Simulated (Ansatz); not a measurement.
Ansatz (a quantum-chemistry and plane-wave program) input:
A basis named .json is the Basis Set Exchange file of that set.

Ansatz 0.2 input:
```yaml
crystal:
  periodic: [false, false, false]
  atoms:
    - {symbol: C, position_ang: [-1.46902452, -0.48915219, -1.00461271]}
    - {symbol: Si, position_ang: [-0.00903103, 0.00510663, 0.06285591]}
    - {symbol: C, position_ang: [1.64148137, -0.30843803, -0.77051005]}
    - {symbol: N, position_ang: [0.01083380, -0.93896385, 1.55182424]}
    - {symbol: N, position_ang: [-0.14924736, 1.69443471, 0.36314153]}
    - {symbol: H, position_ang: [-1.42284028, -1.54754795, -1.26856251]}
    - {symbol: H, position_ang: [-2.41556288, -0.31798067, -0.48691027]}
    - {symbol: H, position_ang: [-1.48057962, 0.09310793, -1.92819746]}
    - {symbol: H, position_ang: [1.78414645, -1.36715717, -0.99406374]}
    - {symbol: H, position_ang: [2.46953044, 0.01316374, -0.13567815]}
    - {symbol: H, position_ang: [1.69383402, 0.25243775, -1.70616151]}
    - {symbol: H, position_ang: [-0.09499590, -1.94583093, 1.39911386]}
    - {symbol: H, position_ang: [-1.05024335, 2.07673906, 0.60793678]}
    - {symbol: H, position_ang: [0.57729932, 2.16882074, 0.87851664]}
basis:
  gaussian:
    orbitals: cc-pV_Q+d_Z.json
    fitting: {mean_field: def2-universal-jkfit, correlation: cc-pVQZ-RIFIT.json}
magnetization: {spin_polarized: true, initial_magnetization: 1}
correlation: {method: mp2, electrons: outside_noble_gas}
```

### Question
What final total energy does it print?

### Answer
-479.87960 Eh (RI-MP2/cc-pV(Q+d)Z). The basis has 554 functions.

It need not be the lowest isomer of its formula.
